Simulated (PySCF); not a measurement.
## Calculated data, FH3O2Si, H5O2Si2, CH6OSi2, BFH3OSi

Computed with PySCF 2.14.0. Calculation on a computer-drawn molecule: the log of a Hartree-Fock and frozen-core CCSD(T) single point meant for a local Hartree-Fock minimum, with one planted fault or none, to be diagnosed. Offsets are logged minus clean, where the clean run is the same molecule without the fault. The reference is restricted for singlets and unrestricted otherwise, and also for a bond in bohr or an excited solution. Adding or removing an electron swaps singlet and doublet. The excited solution moves the top pair (singlet) or top alpha electron (doublet) to the lowest empty orbital. Highest occupied and lowest empty are orbital energies over both spins, largest force is the largest gradient component, triples share is (T) over the correlation energy, the T1 limit is 0.02 restricted and 0.045 unrestricted, electrons count all cores, a negative frequency is imaginary (commonest isotopes), and the dipole is about the centre of nuclear charge.

Common to all runs: meant charge 0; meant basis cc-pV(D+d)Z; logged SCF converged yes; logged CC converged yes; logged SCF stable within its kind yes; possible faults no fault, one electron removed, one electron added, multiplicity raised by two, geometry at a saddle point, SCF held on an excited solution, minimal basis STO-3G, one bond length entered in bohr, all coordinates scaled.

```yaml
- entry: 1
  formula: FH3O2Si
  logged_structure:
    atoms_angstrom:
      - [O, -2.7465, -1.9901, 0.0518]
      - [Si, -2.1786, -1.7507, 1.5586]
      - [O, -0.6051, -2.1238, 1.6022]
      - [F, -2.4153, -0.1976, 1.9056]
      - [H, -3.5324, -1.5463, -0.2302]
      - [H, -2.8598, -2.5249, 2.5874]
      - [H, -0.0359, -1.8489, 0.8984]
  given:
    meant_multiplicity: 1
    logged_electrons: 43
    logged_basis_functions: 80
    logged_spin_squared: 0.7526
    "logged_highest_occupied [eV]": 4.0599
    "logged_lowest_empty [eV]": 9.0279
    "logged_largest_force [hartree/bohr]": 0.078175
    logged_T1_diagnostic: 0.067624
    logged_D1_diagnostic: 0.48804
    logged_triples_share: 0.020805
    "logged_dipole_magnitude [debye]": 6.7871
    "logged_energy_HF [hartree]": -539.86222
    "logged_energy_CCSD(T) [hartree]": -540.5729
    drawn_bonds_atom: [1, 2, 2, 1, 2, 3]
    drawn_bonds_other_atom: [2, 3, 4, 5, 6, 7]
    drawn_bonds_order: [1, 1, 1, 1, 1, 1]
  results:
    planted_fault: "one electron added"
    "HF_energy_offset_from_clean_run [kcal/mol]": 103.5
    "CCSD(T)_energy_offset_from_clean_run [kcal/mol]": 88.83
  notes: ["T1 above single-reference limit", "highest electron not bound in this basis"]
- entry: 2
  formula: H5O2Si2
  logged_structure:
    atoms_angstrom:
      - [O, 0.6883, -1.6642, 2.5866]
      - [Si, 1.2753, -0.5036, 1.5745]
      - [O, 0.3162, -0.2377, 0.2609]
      - [Si, 1.2587, 1.4867, 2.7978]
      - [H, 0.8338, -2.5775, 2.3907]
      - [H, 2.602, -0.9548, 1.0855]
      - [H, 0.3723, -0.8126, -0.4873]
      - [H, 1.7023, 2.6657, 2.0151]
      - [H, 2.0295, 1.4094, 4.0625]
  given:
    meant_multiplicity: 2
    logged_electrons: 49
    logged_basis_functions: 33
    logged_spin_squared: 0.754
    "logged_highest_occupied [eV]": -6.1224
    "logged_lowest_empty [eV]": 6.4586
    "logged_largest_force [hartree/bohr]": 0.042638
    logged_T1_diagnostic: 0.0097271
    logged_D1_diagnostic: 0.035886
    logged_triples_share: 0.019047
    "logged_dipole_magnitude [debye]": 1.6584
    "logged_energy_HF [hartree]": -721.76961
    "logged_energy_CCSD(T) [hartree]": -721.94256
    drawn_bonds_atom: [1, 2, 2, 1, 2, 3, 4, 4]
    drawn_bonds_other_atom: [2, 3, 4, 5, 6, 7, 8, 9]
    drawn_bonds_order: [1, 1, 1, 1, 1, 1, 1, 1]
  results:
    planted_fault: "minimal basis STO-3G"
    "HF_energy_offset_from_clean_run [kcal/mol]": 5522
    "CCSD(T)_energy_offset_from_clean_run [kcal/mol]": 5796
- entry: 3
  formula: H5O2Si2
  logged_structure:
    atoms_angstrom:
      - [O, 0.6883, -1.6642, 2.5866]
      - [Si, 1.2753, -0.5036, 1.5745]
      - [O, 0.3162, -0.2377, 0.2609]
      - [Si, 1.2587, 1.4867, 2.7978]
      - [H, 0.8338, -2.5775, 2.3907]
      - [H, 3.7823, -1.3563, 0.6504]
      - [H, 0.3723, -0.8126, -0.4873]
      - [H, 1.7023, 2.6657, 2.0151]
      - [H, 2.0295, 1.4094, 4.0625]
  given:
    meant_multiplicity: 2
    logged_electrons: 49
    logged_basis_functions: 99
    logged_spin_squared: 1.4287
    "logged_highest_occupied [eV]": -8.6041
    "logged_lowest_empty [eV]": 0.9809
    "logged_largest_force [hartree/bohr]": 0.010965
    logged_T1_diagnostic: 0.037275
    logged_D1_diagnostic: 0.19901
    logged_triples_share: 0.02759
    "logged_dipole_magnitude [debye]": 2.3518
    "logged_energy_HF [hartree]": -730.46159
    "logged_energy_CCSD(T) [hartree]": -731.06497
    drawn_bonds_atom: [1, 2, 2, 1, 2, 3, 4, 4]
    drawn_bonds_other_atom: [2, 3, 4, 5, 6, 7, 8, 9]
    drawn_bonds_order: [1, 1, 1, 1, 1, 1, 1, 1]
  results:
    planted_fault: "one bond length entered in bohr, row 5 of the drawn bonds"
    "HF_energy_offset_from_clean_run [kcal/mol]": 67.72
    "CCSD(T)_energy_offset_from_clean_run [kcal/mol]": 71.14
- entry: 4
  formula: CH6OSi2
  logged_structure:
    atoms_angstrom:
      - [O, 0.1789, -1.8953, 0.8961]
      - [Si, 0.346, -0.2956, 0.6429]
      - [C, -0.4405, 0.6543, -0.5081]
      - [Si, -0.1514, 2.4685, -0.6827]
      - [H, -0.4182, -2.3969, 0.3596]
      - [H, 1.3248, 0.1848, 1.6159]
      - [H, -1.1539, 0.1891, -1.1853]
      - [H, 0.3652, 2.8353, -2.0268]
      - [H, 0.8486, 2.9079, 0.3255]
      - [H, -1.3889, 3.2643, -0.474]
  given:
    meant_multiplicity: 1
    logged_electrons: 49
    logged_basis_functions: 104
    logged_spin_squared: 0.7676
    "logged_highest_occupied [eV]": 1.4121
    "logged_lowest_empty [eV]": 8.5659
    "logged_largest_force [hartree/bohr]": 0.053833
    logged_T1_diagnostic: 0.014073
    logged_D1_diagnostic: 0.048177
    logged_triples_share: 0.027277
    "logged_dipole_magnitude [debye]": 1.9186
    "logged_energy_HF [hartree]": -694.01713
    "logged_energy_CCSD(T) [hartree]": -694.61409
    drawn_bonds_atom: [1, 2, 3, 1, 2, 3, 4, 4, 4]
    drawn_bonds_other_atom: [2, 3, 4, 5, 6, 7, 8, 9, 10]
    drawn_bonds_order: [1, 2, 1, 1, 1, 1, 1, 1, 1]
  results:
    planted_fault: "one electron added"
    "HF_energy_offset_from_clean_run [kcal/mol]": 50.36
    "CCSD(T)_energy_offset_from_clean_run [kcal/mol]": 43.63
  notes: ["highest electron not bound in this basis"]
- entry: 5
  formula: CH6OSi2
  logged_structure:
    atoms_angstrom:
      - [O, 0.1789, -1.8953, 0.8961]
      - [Si, 0.346, -0.2956, 0.6429]
      - [C, -0.4405, 0.6543, -0.5081]
      - [Si, -0.1514, 2.4685, -0.6827]
      - [H, -0.4182, -2.3969, 0.3596]
      - [H, 1.3248, 0.1848, 1.6159]
      - [H, -1.1539, 0.1891, -1.1853]
      - [H, 0.3652, 2.8353, -2.0268]
      - [H, 0.8486, 2.9079, 0.3255]
      - [H, -1.3889, 3.2643, -0.474]
  given:
    meant_multiplicity: 1
    logged_electrons: 48
    logged_basis_functions: 104
    logged_spin_squared: 0.0
    "logged_highest_occupied [eV]": -8.6769
    "logged_lowest_empty [eV]": 2.9064
    "logged_largest_force [hartree/bohr]": 3.0522e-05
    "logged_lowest_frequency [cm^-1]": 133.81
    logged_T1_diagnostic: 0.013735
    logged_D1_diagnostic: 0.044265
    logged_triples_share: 0.028567
    "logged_dipole_magnitude [debye]": 2.5414
    "logged_energy_HF [hartree]": -694.09738
    "logged_energy_CCSD(T) [hartree]": -694.68362
    drawn_bonds_atom: [1, 2, 3, 1, 2, 3, 4, 4, 4]
    drawn_bonds_other_atom: [2, 3, 4, 5, 6, 7, 8, 9, 10]
    drawn_bonds_order: [1, 2, 1, 1, 1, 1, 1, 1, 1]
  results:
    planted_fault: "no fault"
    "HF_energy_offset_from_clean_run [kcal/mol]": 0.0
    "CCSD(T)_energy_offset_from_clean_run [kcal/mol]": 0.0
- entry: 6
  formula: CH6OSi2
  logged_structure:
    atoms_angstrom:
      - [O, 0.1789, -1.8953, 0.8961]
      - [Si, 0.346, -0.2956, 0.6429]
      - [C, -0.4405, 0.6543, -0.5081]
      - [Si, -0.1514, 2.4685, -0.6827]
      - [H, -0.4182, -2.3969, 0.3596]
      - [H, 1.3248, 0.1848, 1.6159]
      - [H, -1.1539, 0.1891, -1.1853]
      - [H, 0.3652, 2.8353, -2.0268]
      - [H, 0.8486, 2.9079, 0.3255]
      - [H, -1.3889, 3.2643, -0.474]
  given:
    meant_multiplicity: 1
    logged_electrons: 48
    logged_basis_functions: 104
    logged_spin_squared: 2.029
    "logged_highest_occupied [eV]": -5.0482
    "logged_lowest_empty [eV]": 0.47871
    "logged_largest_force [hartree/bohr]": 0.09868
    logged_T1_diagnostic: 0.015856
    logged_D1_diagnostic: 0.069816
    logged_triples_share: 0.02457
    "logged_dipole_magnitude [debye]": 2.919
    "logged_energy_HF [hartree]": -693.98968
    "logged_energy_CCSD(T) [hartree]": -694.54545
    drawn_bonds_atom: [1, 2, 3, 1, 2, 3, 4, 4, 4]
    drawn_bonds_other_atom: [2, 3, 4, 5, 6, 7, 8, 9, 10]
    drawn_bonds_order: [1, 2, 1, 1, 1, 1, 1, 1, 1]
  results:
    planted_fault: "multiplicity raised by two"
    "HF_energy_offset_from_clean_run [kcal/mol]": 67.58
    "CCSD(T)_energy_offset_from_clean_run [kcal/mol]": 86.7
- entry: 7
  formula: BFH3OSi
  logged_structure:
    atoms_angstrom:
      - [O, -1.7126, 2.188, -0.1655]
      - [Si, -1.3566, 1.116, -1.3731]
      - [B, 0.1033, -0.2228, -1.0449]
      - [F, 0.452, -0.538, 0.2067]
      - [H, -1.7256, 1.8713, 0.7259]
      - [H, -1.2646, 1.8971, -2.6216]
      - [H, 0.6038, -0.8581, -1.9319]
  given:
    meant_multiplicity: 2
    logged_electrons: 39
    logged_basis_functions: 80
    logged_spin_squared: 3.7641
    "logged_highest_occupied [eV]": -6.2834
    "logged_lowest_empty [eV]": -2.0252
    "logged_largest_force [hartree/bohr]": 0.068404
    logged_T1_diagnostic: 0.025524
    logged_D1_diagnostic: 0.13686
    logged_triples_share: 0.024329
    "logged_dipole_magnitude [debye]": 1.2318
    "logged_energy_HF [hartree]": -489.53675
    "logged_energy_CCSD(T) [hartree]": -490.11109
    drawn_bonds_atom: [1, 2, 3, 1, 2, 3]
    drawn_bonds_other_atom: [2, 3, 4, 5, 6, 7]
    drawn_bonds_order: [1, 1, 1, 1, 1, 1]
  results:
    planted_fault: "multiplicity raised by two"
    "HF_energy_offset_from_clean_run [kcal/mol]": 112.1
    "CCSD(T)_energy_offset_from_clean_run [kcal/mol]": 115.8
- entry: 8
  formula: H5O2Si2
  logged_structure:
    atoms_angstrom:
      - [O, 0.6568, 2.552, -2.5992]
      - [Si, 0.7741, 2.4165, -0.9635]
      - [O, 0.206, 0.9615, -0.4585]
      - [Si, -1.0193, -0.0793, -0.1179]
      - [H, 1.4194, 1.3136, -3.6426]
      - [H, 2.1901, 2.4954, -0.5292]
      - [H, -2.2471, 0.6712, 0.2223]
      - [H, -0.6247, -0.9218, 1.028]
      - [H, -1.2833, -0.9389, -1.2907]
  given:
    meant_multiplicity: 2
    logged_electrons: 49
    logged_basis_functions: 99
    logged_spin_squared: 1.4058
    "logged_highest_occupied [eV]": -9.9007
    "logged_lowest_empty [eV]": 1.3654
    "logged_largest_force [hartree/bohr]": 0.022652
    logged_T1_diagnostic: 0.054841
    logged_D1_diagnostic: 0.33357
    logged_triples_share: 0.028797
    "logged_dipole_magnitude [debye]": 1.7947
    "logged_energy_HF [hartree]": -730.48175
    "logged_energy_CCSD(T) [hartree]": -731.08153
    drawn_bonds_atom: [1, 2, 3, 1, 2, 4, 4, 4]
    drawn_bonds_other_atom: [2, 3, 4, 5, 6, 7, 8, 9]
    drawn_bonds_order: [1, 1, 1, 1, 1, 1, 1, 1]
  results:
    planted_fault: "one bond length entered in bohr, row 4 of the drawn bonds"
    "HF_energy_offset_from_clean_run [kcal/mol]": 77.03
    "CCSD(T)_energy_offset_from_clean_run [kcal/mol]": 77.85
  notes: ["T1 above single-reference limit"]
```
